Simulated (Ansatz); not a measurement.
Basis-set series for FH3S3Ti, SMILES `[F][Ti]([SH])([SH])[SH]`. Total charge 0; spin multiplicity 1. The structure was optimised at the PBE0-D4/def2-TZVP level. It is one conformer, not always the lowest.

```
functional       basis  functions  energy (Eh)  HOMO (eV)  LUMO (eV)
   PBE0-D4  def2-TZVPP        263  -2145.26570      -7.87      -3.05
   PBE0-D4  def2-QZVPP        450  -2145.32327      -7.88      -3.07
   ωB97M-V  def2-TZVPP        263  -2145.81060      -9.95      -0.93
   ωB97M-V  def2-QZVPP        450  -2145.86492      -9.97      -0.97
```

Give the rows for def2-SVP. (Best estimate.)

Ansatz gave: 
```
functional     basis  functions  energy (Eh)  HOMO (eV)  LUMO (eV)
   PBE0-D4  def2-SVP        114  -2144.60958      -7.79      -3.06
   ωB97M-V  def2-SVP        114  -2145.15531      -9.83      -0.87
```

Scalar relativity is left out up to krypton.
